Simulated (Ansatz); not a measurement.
System: CPt, charge 0, multiplicity 1. SMILES: [Pt][C]
Geometry from a B3LYP-D3(BJ)/def2-TZVP (Ansatz, an electronic-structure program) optimisation:
```
Pt
C 1 1.6759
```

Quantity: atomisation energy (electronic, to ground-state atoms), in eV. Cores are frozen in the correlated levels unless marked. UHF or UKS for open shells. No spin-orbit coupling. The frozen core is the preceding noble-gas configuration, with the filled d and f shells of earlier blocks. In def2 rows, elements after Kr have scalar-relativistic effective core potentials. The coupled-cluster limit lacks core correlation, which all-electron functionals hold. CBS marks a two-point X^-3 extrapolation of the correlation energy; Hartree-Fock from the larger set.

```json
[
 {"level": "HF/def2-SVPD", "program": "Ansatz", "atomisation energy (eV)": "1.40"},
 {"level": "HF/def2-TZVPPD", "program": "Ansatz", "atomisation energy (eV)": "1.57"},
 {"level": "PBE0/def2-TZVPD", "program": "Ansatz", "atomisation energy (eV)": "6.00"},
 {"level": "r2SCANh-D4/def2-TZVPD", "program": "Ansatz + dftd4", "atomisation energy (eV)": "6.15"},
 {"level": "B2GP-PLYP-D4/def2-TZVPD", "program": "Ansatz + dftd4", "atomisation energy (eV)": "6.42"},
 {"level": "SCS-MP2/def2-TZVPP", "program": "Ansatz", "atomisation energy (eV)": "6.92"}
]
```

Q: What does CCSD(T)/CBS(def2-TZVPPD,def2-QZVPPD) (Ansatz) give?

A: 6.48 eV, so SCS-MP2/def2-TZVPP differs from it by 0.44 eV.
